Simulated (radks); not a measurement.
Q: Cr I, configuration [Ar] 3d5 4s1 (the NIST ground configuration). All-electron calculation, scalar-relativistic Kohn-Sham, PBE, spin-unpolarised, spherical densities, finite nucleus; Fermi nuclear charge, rms radius 3.6452 fm. Program: a radial shooting solver on a logarithmic mesh with Libxc functionals. Some entries of the table are withheld. Estimate them.

orbital  occ.  eigenvalue (hartree)  <r^2> (bohr^2)
1s          2             -216.1204             (1)
2s          2                   (2)          0.1015
2p          6             -20.60531         0.08312
3s          2              -2.71913             (3)
3p          6                   (4)           1.103
4s          1                   (5)           13.79
3d          5                   (6)           3.330

A: 
(1) 1s <r^2> (bohr^2): 0.005432
(2) 2s eigenvalue (hartree): -24.51708
(3) 3s <r^2> (bohr^2): 0.9400
(4) 3p eigenvalue (hartree): -1.67001
(5) 4s eigenvalue (hartree): -0.14727
(6) 3d eigenvalue (hartree): -0.10706
